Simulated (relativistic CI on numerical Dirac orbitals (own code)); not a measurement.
Slater and spin-orbit integrals, Cs LIV

Calculated at this level of theory: Dirac-Coulomb-Breit CI, separate exchange-only KLI orbitals for each configuration, QED by a radiative potential, unscaled Slater integrals (own radial code, finite nucleus).

Slater integrals F^k, G^k are unscaled and averaged over j, outside the closed core (none); ζ comes from projecting the Hamiltonian with its Breit term on Σ l·s of the shell.

- 1s2s: G^0(1s,2s) = 305590 cm⁻¹; <r>(1s) = 0.02579, <r^2>(1s) = 0.0009005, <r>(2s) = 0.1038, <r^2>(2s) = 0.01268 (bohr units).
- 1s2p: G^1(1s,2p) = 587290, ζ(2p) = 2.319e+06 cm⁻¹; <r>(1s) = 0.02579, <r^2>(1s) = 0.0009005, <r>(2p) = 0.08914, <r^2>(2p) = 0.00961 (bohr units).
- 1s3s: G^0(1s,3s) = 79761 cm⁻¹; <r>(1s) = 0.02577, <r^2>(1s) = 0.0008988, <r>(3s) = 0.2375, <r^2>(3s) = 0.06438 (bohr units).

Averages of the first 10 configurations, taken without configuration mixing, which lowers the lowest level and can move excited configurations by several eV; other configurations of the list can lie among them:

```csv
Configuration,Parity,States,Average energy above the lowest level (eV)
1s²,even,1,0.1
1s2s,even,4,31332.4
1s2p,odd,12,31679.7
1s3s,even,4,37241.7
1s3p,odd,12,37343.6
1s3d,even,20,37415.1
1s4s,even,4,39285.1
1s4p,odd,12,39327.7
1s4d,even,20,39357.9
1s4f,odd,28,39369.2
```
